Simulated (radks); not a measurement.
Question: Neutral terbium, configuration [Xe] 4f9 6s1 6f1 (not the ground configuration). Calculated with a radial shooting solver on a logarithmic mesh with Libxc functionals: scalar-relativistic Kohn-Sham, r2SCAN, spin-polarised, spherical densities, finite nucleus; open shells are filled with parallel spins first (spin-orbit coupling, left out, can overturn this in heavy ions); meta-GGA in the generalised Kohn-Sham scheme; Fermi nuclear charge, rms radius 5.06 fm. Some entries of the table are withheld. Estimate them.

orbital  occ.  eigenvalue (Ry)  <r> (bohr)  <1/r> (bohr^-1)
1s up       1        -3817.071     0.02151            73.09
1s down     1        -3817.070     0.02151            73.09
2s down     1        -634.6478     0.09147            16.99
2s up       1        -634.6477     0.09148            16.99
2p up       3        -563.7393     0.08089            15.81
2p down     3        -563.7384     0.08089            15.81
3s up       1        -141.7034      0.2391            6.251
3s down     1        -141.5278      0.2389            6.257
3p up       3        -119.7215      0.2379            5.861
3p down     3        -119.5458      0.2377            5.867
3d up       5        -91.05620      0.2167            5.551
3d down     5        -90.92011      0.2164            5.557
4s up       1        -28.81893      0.5418            2.622
4s down     1        -28.41140      0.5418            2.621
4p up       3        -21.54861      0.5738            2.408
4p down     3        -21.14009      0.5738            2.407
4d up       5        -11.52969      0.6241            2.121
4d down     5        -11.11848      0.6249            2.119
5s up       1         -4.05562       1.320            1.002
5s down     1         -3.85934       1.347           0.9779
5p up       3         -2.32577       1.554           0.8403
5p down     3         -2.19014       1.583           0.8190
4f up       7         -0.72444      0.8775              (1)
6s up       1              (2)       3.766              (3)
6s down     0              (4)       3.935              (5)
4f down     2         -0.36254      0.9522              (6)
6f up       1         -0.02560       30.09          0.04230

Answer: 
(1) 4f up <1/r> (bohr^-1): 1.528
(2) 6s up eigenvalue (Ry): -0.59897
(3) 6s up <1/r> (bohr^-1): 0.3303
(4) 6s down eigenvalue (Ry): -0.44540
(5) 6s down <1/r> (bohr^-1): 0.3194
(6) 4f down <1/r> (bohr^-1): 1.468
